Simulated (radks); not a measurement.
Charge is removed step by step from the 5p level of Pt+, starting from [Xe] 4f14 5d9. Method: scalar-relativistic Kohn-Sham, PBE, spin-unpolarised, spherical densities, finite nucleus; Fermi nuclear charge, rms radius 5.427 fm; computed with a radial shooting solver on a logarithmic mesh with Libxc functionals.

| removed (e) | E - E(0) (eV) | eigenvalue (eV) | E minus straight line (eV) |
|---|---|---|---|
| 0 | 0.000 | -64.307 | 0.000 |
| 0.25 | 16.479 | -67.692 | -1.322 |
| 0.5 | 33.821 | -71.203 | -1.782 |
| 0.75 | 52.054 | -74.826 | -1.350 |
| 1 | 71.205 | -78.553 | 0.000 |

Removing the whole electron costs 71.205 eV by Delta-SCF, against 64.307 eV from minus the eigenvalue at the starting occupation. Slater's transition state (half an electron removed) gives 71.203 eV. Integrating minus the eigenvalue over the occupation (Janak's theorem) gives 71.278 eV. In this scalar-relativistic scheme the density is built from large components alone, so the theorem holds only approximately. The mean slope of the eigenvalue, de/dn, is 14.2 eV per electron.
